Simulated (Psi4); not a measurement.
C2H6ClFOSi, singlet, at a GFN2-xTB geometry.

Here is a job for Psi4.
```
memory 2 GB

molecule {
0 1
Si    0.49749346   -0.14486714    0.62062428
F     1.77563816   -1.09389207    0.75372675
Cl    1.06777717    1.62155100   -0.12846439
O    -0.40064409   -0.98303901   -0.40654492
C    -1.55568899   -0.67242160   -1.14242633
C    -2.72486268   -0.29423235   -0.24776281
H    -0.05487856   -0.00328357    1.94913431
H    -1.33119363    0.14846940   -1.83310849
H    -1.79348302   -1.56822803   -1.72404230
H    -2.50016079    0.62225720    0.29273983
H    -3.61521187   -0.14124034   -0.85082586
H    -2.91447327   -1.08693751    0.47121067
}

set {
  basis def2-sv(p)
  freeze_core true
}

energy('mp2')
print_variables()
```

Task: What is the computed number of basis functions (MP2/def2-SV(P) (Psi4))?

Result: 104

Task: What is the computed nuclear repulsion energy (MP2/def2-SV(P))?

Result: 393.9622 Eh

Task: What MP2 correlation energy does MP2/def2-SV(P) give?

Result: -0.8310 Eh

Task: Give the total energy at the level MP2/def2-SV(P).

Result: -1002.5009 Eh
